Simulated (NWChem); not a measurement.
System: C2F3 cation

NWChem input:

```
start job
memory heap 200 mb stack 700 mb global 900 mb
charge 1
geometry units angstroms noautosym nocenter noautoz
  F     -0.210594     1.941662     0.000000
  C      0.440695     0.886379     0.000000
  C     -0.070705    -0.458453     0.000000
  F     -0.052499    -1.119789     1.084315
  F     -0.052499    -1.119789    -1.084315
end
basis spherical
  * library def2-svp
end
dft
  xc m06-2x
  iterations 150
end
cosmo
  do_cosmo_smd true
  solvent acetntrl
end
task dft energy
```

The geometry was optimised at B3LYP/6-31G* (spherical d). Solvent: acetonitrile.

Level: M06-2X/def2-SVP with SMD (1 M gas to 1 M solution), gas-phase geometry. Reactions with the solvent are ignored.

Question: Predict the main results of this run. (M06-2X/def2-SVP, SMD on the gas-phase geometry.) Quantities: solvation free energy (kcal/mol); cavity-dispersion-structure term (kcal/mol).

Answer: 
- solvation free energy (kcal/mol) = -69.6
- cavity-dispersion-structure term (kcal/mol) = 2.7
